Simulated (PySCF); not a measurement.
## Spin-rotation constants: `C=C1[C@@H](B(C)C)N1C=O`, C$_{6}$H$_{10}$BNO

Geometry (Å), atoms numbered from 1 in this order:
```xyz
19

C     1.7582    2.1012    0.3980
C     1.3567    0.8573    0.3360
C     0.4420   -0.2415    0.7149
B    -1.0279   -0.3040    0.1660
C    -1.2810   -0.0320   -1.3588
C    -2.1738   -0.6699    1.1794
N     1.5762   -0.3623   -0.2134
C     1.9299   -1.0217   -1.3214
O     1.4978   -2.0947   -1.6612
H     1.2551    2.8136    1.0259
H     2.6061    2.4469   -0.1678
H     0.6514   -0.6907    1.6859
H    -2.3090    0.2227   -1.6023
H    -1.0449   -0.9488   -1.9029
H    -0.6308    0.7360   -1.7764
H    -3.1703   -0.6537    0.7478
H    -2.1706    0.0052    2.0345
H    -2.0093   -1.6650    1.5913
H     2.7342   -0.4893   -1.8678
```

Method used: GIAO CAM-B3LYP/pcSseg-1 magnetisability, rotational g tensor and spin-rotation constants, non-relativistic, gas phase in PySCF 2.14.0. Geometry: GFN2-xTB.

(1) Give the nuclear spin-rotation constants along the inertial axes (H = +C I·J) beside the isotropic shieldings.

Answers

(1) Rotational constants 1.8344, 1.3798, 0.9720 GHz. A star marks the isotopologue with that one atom substituted, in its own axes.
```tsv
atom	isotope	Caa (kHz)	Cbb (kHz)	Ccc (kHz)	mean (kHz)	σ (ppm)
B4	11B	0.888	0.310	0.410	0.536	10.0
N7	14N	0.190	0.135	0.053	0.126	132.0
H10	1H	-0.064	0.002	-0.112	-0.058	27.2
H11	1H	0.078	-0.136	-0.086	-0.048	26.9
H12	1H	-0.190	-0.148	0.029	-0.103	29.0
H13	1H	-0.053	-0.157	-0.059	-0.089	30.8
H14	1H	-0.190	-0.011	-0.101	-0.100	31.1
H15	1H	-0.100	-0.123	-0.068	-0.097	31.2
H16	1H	-0.046	-0.135	-0.073	-0.085	30.5
H17	1H	-0.173	-0.011	-0.105	-0.096	30.8
H18	1H	-0.191	-0.120	-0.017	-0.109	30.7
H19	1H	0.097	-0.107	-0.045	-0.018	22.9
C1	13C*	0.577	0.363	0.133	0.358	104.0
C2	13C*	0.771	0.494	0.179	0.482	50.0
C3	13C*	0.405	0.267	0.117	0.263	144.5
C5	13C*	0.296	0.174	0.119	0.196	172.7
C8	13C*	0.822	0.467	0.279	0.523	24.7
O9	17O*	-0.733	-1.008	-0.137	-0.626	-121.4
```
For the geometry as given, no vibrational averaging.
